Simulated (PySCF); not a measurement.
sulfur dioxide (O$_{2}$S), singlet, geometry from GFN2-xTB; DF-B3LYP5/aug-cc-pVDZ in PySCF.

PySCF was given this input:
```python
from pyscf import gto, scf, dft

mol = gto.Mole()
mol.atom = '''
    S     0.013936   -0.004006    0.377829
    O    -0.033217    1.222429   -0.364198
    O     0.005345   -1.214416   -0.391460
'''
mol.basis = 'aug-cc-pvdz'
mol.charge = 0
mol.spin = 0
mol.verbose = 4
mol.build()

mf = dft.RKS(mol)
mf.xc = 'b3lyp5'
mf = mf.density_fit(auxbasis='def2-universal-jkfit')
mf.kernel()
```

What does PySCF print? Leave out banner, timings and long lists.


```
PySCF version 2.14.0

[INPUT] verbose = 4
[INPUT] num. atoms = 3
[INPUT] num. electrons = 32
[INPUT] charge = 0
[INPUT] spin (= nelec alpha-beta = 2S) = 0
[INPUT] symmetry False subgroup None
[INPUT] Mole.unit = angstrom
[INPUT] Symbol           X                Y                Z      unit          X                Y                Z       unit  Magmom
[INPUT]  1 S      0.013936000000  -0.004006000000   0.377829000000 AA    0.026335223272  -0.007570242855   0.713993331918 Bohr   0.0
[INPUT]  2 O     -0.033217000000   1.222429000000  -0.364198000000 AA   -0.062771032680   2.310056016726  -0.688234475114 Bohr   0.0
[INPUT]  3 O      0.005345000000  -1.214416000000  -0.391460000000 AA    0.010100586136  -2.294913641290  -0.739752188722 Bohr   0.0

nuclear repulsion = 108.350867556858
number of shells = 24
number of NR pGTOs = 120
number of NR cGTOs = 73
basis = aug-cc-pvdz
ecp = {}

******** <class 'pyscf.df.df_jk.DFRKS'> ********
method = DFRKS
initial guess = minao
damping factor = 0
level_shift factor = 0
DIIS = <class 'pyscf.scf.diis.CDIIS'>
diis_start_cycle = 1
diis_space = 8
diis_damp = 0
SCF conv_tol = 1e-09
SCF conv_tol_grad = None
SCF max_cycles = 50
direct_scf = False
XC library pyscf.dft.libxc version 7.1.2
    S. Lehtola, C. Steigemann, M. J. T. Oliveira, and M. A. L. Marques,  SoftwareX 7, 1–5 (2018)
XC functionals = b3lyp5
    P. A. M. Dirac,  Math. Proc. Cambridge Philos. Soc. 26, 376 (1930)
    F. Bloch,  Z. Phys. 57, 545 (1929)
    A. D. Becke,  Phys. Rev. A 38, 3098 (1988)
    C. Lee, W. Yang, and R. G. Parr,  Phys. Rev. B 37, 785 (1988)
    B. Miehlich, A. Savin, H. Stoll, and H. Preuss,  Chem. Phys. Lett. 157, 200 (1989)
    S. H. Vosko, L. Wilk, and M. Nusair,  Can. J. Phys. 58, 1200 (1980)
radial grids:
    Treutler-Ahlrichs [JCP 102, 346 (1995); DOI:10.1063/1.469408] (M4) radial grids

becke partition: Becke, JCP 88, 2547 (1988); DOI:10.1063/1.454033
pruning grids: <function nwchem_prune>
grids dens level: 3
symmetrized grids: False
atomic radii adjust function: <function treutler_atomic_radii_adjust>
small_rho_cutoff = 0
Set gradient conv threshold to 3.16228e-05
Initial guess from minao.
tot grids = 47048
******** <class 'pyscf.df.df.DF'> ********
auxbasis = def2-universal-jkfit
init E= -549.219955849099
  HOMO = -0.346983127286802  LUMO = -0.167367958572779  gap/eV = 4.88758
cycle= 1 E= -548.296282358821  delta_E= 0.924  |g|= 1.02  |ddm|= 2.04
  HOMO = -0.224230087409457  LUMO = -0.104077411143885  gap/eV = 3.26952
cycle= 2 E= -547.605192577526  delta_E= 0.691  |g|= 2.11  |ddm|= 1.93
  HOMO = -0.340465566853972  LUMO = -0.143238296260114  gap/eV = 5.36683
cycle= 3 E= -548.503774429468  delta_E= -0.899  |g|= 0.0506  |ddm|= 1.33
  HOMO = -0.339026929157447  LUMO = -0.137523304464186  gap/eV = 5.48319
cycle= 4 E= -548.504330398935  delta_E= -0.000556  |g|= 0.0261  |ddm|= 0.0874
  HOMO = -0.340261980779923  LUMO = -0.138052122106906  gap/eV = 5.50241
cycle= 5 E= -548.504489627922  delta_E= -0.000159  |g|= 0.0035  |ddm|= 0.02
  HOMO = -0.339860059872235  LUMO = -0.137528852668103  gap/eV = 5.50571
cycle= 6 E= -548.504492637752  delta_E= -3.01e-06  |g|= 0.000689  |ddm|= 0.00352
  HOMO = -0.340016623138191  LUMO = -0.137659211220967  gap/eV = 5.50643
cycle= 7 E= -548.504492736669  delta_E= -9.89e-08  |g|= 0.000158  |ddm|= 0.000604
  HOMO = -0.340013952149086  LUMO = -0.137652604117476  gap/eV = 5.50653
cycle= 8 E= -548.504492728896  delta_E= 7.77e-09  |g|= 0.000256  |ddm|= 0.000257
  HOMO = -0.340012020788492  LUMO = -0.137650027687944  gap/eV = 5.50655
cycle= 9 E= -548.504492742079  delta_E= -1.32e-08  |g|= 1.27e-05  |ddm|= 0.000166
  HOMO = -0.34001094357054  LUMO = -0.137649450338742  gap/eV = 5.50654
cycle= 10 E= -548.504492742117  delta_E= -3.82e-11  |g|= 1.08e-06  |ddm|= 1.04e-05
  HOMO = -0.340010902988539  LUMO = -0.137649288253813  gap/eV = 5.50654
Extra cycle  E= -548.504492742118  delta_E= -7.96e-13  |g|= 1.45e-06  |ddm|= 1.57e-06
converged SCF energy = -548.504492742118
```
